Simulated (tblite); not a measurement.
Species: C₈H₁₄NP.
SMILES with atom numbers: `[CH3:1][CH2:2][n:3]1[cH:4][p:5][c:6]([CH:7]([CH3:8])[CH3:9])[cH:10]1` (hydrogens: H11, H12, H13 on C1; H14, H15 on C2; H16 on C4; H17 on C7; H18, H19, H20 on C8; H21, H22, H23 on C9; H24 on C10)

The geometry is computed with GFN2-xTB (gas phase).

(1) Give the optimised bond lengths and angles.

Answers

(1) 
```json
{"bond": "C1–C2", "length (pm)": "152.8"}
{"bond": "C2–N3", "length (pm)": "144.1"}
{"bond": "N3–C4", "length (pm)": "135.1"}
{"bond": "C4–P5", "length (pm)": "171.5"}
{"bond": "P5–C6", "length (pm)": "177.3"}
{"bond": "C6–C7", "length (pm)": "150.0"}
{"bond": "C7–C8, C7–C9", "length (pm)": "152.8"}
{"bond": "C6–C10", "length (pm)": "136.4"}
{"bond": "N3–C10", "length (pm)": "135.6"}
{"bond": "C1–H11, C1–H12, C1–H13", "length (pm)": "108.7"}
{"bond": "C2–H14, C2–H15", "length (pm)": "109.4"}
{"bond": "C4–H16", "length (pm)": "107.6"}
{"bond": "C7–H17", "length (pm)": "109.7"}
{"bond": "C8–H18 and 5 like bonds", "length (pm)": "108.8"}
{"bond": "C10–H24", "length (pm)": "107.7"}
```

Bonds in one row agree within 1 pm and their mean is given. A selection of angles:
```json
{"angle": "C2–C1–H11", "degrees": "110.3"}
{"angle": "H11–C1–H12", "degrees": "108.5"}
{"angle": "C1–C2–N3", "degrees": "111.4"}
{"angle": "C1–C2–H14", "degrees": "109.8"}
{"angle": "N3–C2–H14", "degrees": "108.7"}
{"angle": "H14–C2–H15", "degrees": "108.5"}
{"angle": "C2–N3–C4", "degrees": "123.6"}
{"angle": "C2–N3–C10", "degrees": "123.7"}
{"angle": "C4–N3–C10", "degrees": "112.5"}
{"angle": "N3–C4–P5", "degrees": "114.3"}
{"angle": "N3–C4–H16", "degrees": "119.1"}
{"angle": "P5–C4–H16", "degrees": "126.6"}
{"angle": "C4–P5–C6", "degrees": "88.3"}
{"angle": "P5–C6–C7", "degrees": "124.3"}
{"angle": "P5–C6–C10", "degrees": "110.9"}
{"angle": "C7–C6–C10", "degrees": "124.8"}
{"angle": "C6–C7–C8", "degrees": "109.9"}
{"angle": "C6–C7–H17", "degrees": "108.4"}
{"angle": "C8–C7–C9", "degrees": "110.4"}
{"angle": "C8–C7–H17", "degrees": "108.9"}
{"angle": "C7–C8–H18", "degrees": "110.4"}
{"angle": "C7–C8–H20", "degrees": "110.8"}
{"angle": "H18–C8–H19", "degrees": "108.4"}
{"angle": "H18–C8–H20", "degrees": "108.7"}
{"angle": "C6–C10–H24", "degrees": "126.8"}
{"angle": "N3–C10–C6", "degrees": "114.0"}
{"angle": "N3–C10–H24", "degrees": "119.2"}
```

Torsions: C1–C2–N3–C4 86° (synclinal); P5–C6–C7–C8 62° (synclinal). The mirror-image conformer, all signs reversed, is as good.

Of the pairs four or more bonds apart, P5···H21 is among the closest relative to their van der Waals radii: 2.95 Å, 98 % of the sum of Bondi's values. The 3 C–N bonds span 1.351 Å (N3–C4, aromatic) to 1.441 Å (C2–N3, drawn single), a spread of 0.090 Å. The 5-membered ring N3–C4–P5–C6–C10 has internal angles of 88.3° to 114.3° (sum 540°, against 540° for a flat polygon); it is planar, 0.00 Å rms from its mean plane, widest ring torsion 1°. The 2 C–P bonds span 1.715 Å (C4–P5, aromatic) to 1.773 Å (P5–C6, aromatic), a spread of 0.058 Å. P5 (phosphorus bonded to 2 C) is bent (angle 88.3°). N3 (pyrrole-type nitrogen) is planar (angles 123.7°, 123.6° and 112.5°, sum 359.9°, 0.03 Å off the plane of its three neighbours). The C–C distances run from 1.364 Å (C6–C10, aromatic) to 1.529 Å (C7–C8, drawn single), a spread of 0.165 Å.

Point group: C1 (no symmetry element, even within 0.4 Å). Its GFN2-xTB frequencies are all real (lowest 24 cm⁻¹). The numbers are those of one conformer. 3 starts were optimised and ended at 0.00, 0.95 and 0.95 kcal/mol (GFN2-xTB); the lowest of these is shown.
